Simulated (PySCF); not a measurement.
SMILES C(=C)[SiH2]C(O)=O (C₃H₆O₂Si) (GFN2-xTB optimised geometry):

```
12

C      0.721     1.522    -0.904
C      1.469     0.465    -0.613
Si     0.817    -1.187     0.000
C     -1.103    -1.187     0.000
O     -1.847    -0.238     0.000
O     -1.571    -2.443     0.021
H     -0.351     1.498    -0.803
H      1.146     2.453    -1.249
H      2.545     0.546    -0.727
H      1.227    -1.445     1.386
H      1.223    -2.297    -0.867
H     -2.545    -2.453     0.039
```

Method: CAM-B3LYP/def2-TZVP run with PySCF.

What are the frontier orbital energies and the dipole moment?

HOMO-2 -10.56 eV, HOMO-1 -9.44 eV, HOMO -9.24 eV, LUMO 0.45 eV, LUMO+1 0.81 eV; dipole moment 1.03 D.

Meta-Löwdin charges at CAM-B3LYP/def2-TZVP: C1 -0.21, C2 -0.36, Si3 0.62, C4 0.33, O5 -0.46, O6 -0.47, H7 0.14, H8 0.12, H9 0.12, H10 -0.09, H11 -0.10, H12 0.35.
